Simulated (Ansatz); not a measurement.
In(H)(Br)(Me) (CH4BrIn), SMILES [InH]([CH3])[Br]. Atoms are numbered in the order given.

```xyz
7

In    -0.3036    -0.8462    -0.0230
H     -1.5783    -1.3259    -1.0713
Br     0.2378     1.5988    -0.2595
C      0.9439    -1.8219     1.4251
H      1.1712    -1.1169     2.2363
H      1.8873    -2.1123     0.9387
H      0.4592    -2.7207     1.8304
```
Charge 0, spin multiplicity 1.

Geometry optimised at PBE0-D3(BJ)/def2-SVP. The structure was generated by enumeration; whether it is a known compound was not checked. The def2 effective core potentials stand for the cores of In; spin–orbit coupling is left out.

Two levels are set side by side: PBE-D3(BJ)/def2-SVP (Ansatz, a quantum-chemistry and plane-wave program) and PBE0-D3(BJ)/def2-SVP (Ansatz). Each level has its own optimised geometry; the coordinates shown are those of the second. Differences are taken from unrounded values.

| quantity | PBE0-D3(BJ) |
|---|---|
| mean bond length (Å) | 1.613 |
| bond In1–Br3 (Å) | 2.515 |
| bond In1–C4 (Å) | 2.146 |
| bond In1–H2 (Å) | 1.719 |
| bond C4–H5 (Å) | 1.099 |
| bond C4–H6 (Å) | 1.100 |
| bond C4–H7 (Å) | 1.099 |

Q: What does PBE-D3(BJ) give, and how far is it from PBE0-D3(BJ)? (The exact figures need the calculation; the answer reports its results.)

A: 
```
quantity              PBE-D3(BJ)  PBE-D3(BJ) minus PBE0-D3(BJ)
--------------------  ----------  ----------------------------
mean bond length (Å)       1.626                         0.013
bond In1–Br3 (Å)           2.537                         0.022
bond In1–C4 (Å)            2.165                         0.019
bond In1–H2 (Å)            1.733                         0.015
bond C4–H5 (Å)             1.106                         0.007
bond C4–H6 (Å)             1.108                         0.008
bond C4–H7 (Å)             1.106                         0.008
```

GGA bonds tend to be longer and softer than those of functionals with exact exchange. Differences between two approximate levels are no errors against the true value.
